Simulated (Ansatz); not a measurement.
`[GaH2][AsH2]` + CH₃OH → `C[O][GaH2]` + arsine at 600 K and 1 bar (cleavage of the Ga–As bond).

Isolated molecules relaxed with PBE0-D4/def2-TZVP in Ansatz; ΔE leaves out vibrations. CBS: MP2 limit from def2 TZ/QZ plus the TZ coupled-cluster correction, frozen cores. This one scheme is used for every species. For As, Ga outer-core shells are correlated without core-valence functions, which leaves a few kJ/mol of doubt a bond. Scalar relativity is left out up to krypton.

```json
{"species": "`[GaH2][AsH2]`", "CCSD(T)/CBS energy (Eh)": "-4161.33979", "H − E (kJ/mol)": "116.7", "S (J/(mol·K))": "363.0"}
{"species": "CH₃OH", "CCSD(T)/CBS energy (Eh)": "-115.61712", "H − E (kJ/mol)": "163.6", "S (J/(mol·K))": "277.3"}
{"species": "`C[O][GaH2]`", "CCSD(T)/CBS energy (Eh)": "-2040.16771", "H − E (kJ/mol)": "189.7", "S (J/(mol·K))": "369.4"}
{"species": "`[AsH3]`", "CCSD(T)/CBS energy (Eh)": "-2236.79077", "H − E (kJ/mol)": "81.6", "S (J/(mol·K))": "254.3"}
```

H − E and S are ideal-gas, rigid-rotor, harmonic terms from PBE0-D4/def2-TZVP. 1 Eh = 2625.50 kJ/mol, R = 8.31446 J/(mol·K).

Question: By hand: ΔE, ΔH, ΔS and ΔG.

Answer: ΔE = (-2040.16771) + (-2236.79077) − (-4161.33979) − (-115.61712) = -0.00157 Eh = -4.1 kJ/mol. Δ(H − E) = 189.7 + 81.6 − 116.7 − 163.6 = -9.0, so ΔH = -13.1 kJ/mol. ΔS = 369.4 + 254.3 − 363.0 − 277.3 = -16.6 J/(mol·K). ΔG = -13.1 − 600 × (-16.6)/1000 = -3.1 kJ/mol.

Question: By hand: the equilibrium constant, and the temperature at which ΔG would vanish if ΔH and ΔS stayed fixed.

Answer: log₁₀ K = −ΔG/(RT ln 10) = 0.3. ΔG = 0 at ΔH/ΔS = 789 K, though so small a ΔS makes that figure unsure.

TΔS isn't small against ΔH here. The sign of ΔG lies within the doubt. A doubt of 5 kJ/mol in ΔE shifts log₁₀ K by 0.4 here. These are equilibria of isolated gas molecules and say nothing of rates. Largest T1 diagnostic: 0.015 (customary marks: 0.02 for closed shells, 0.045 for open ones).
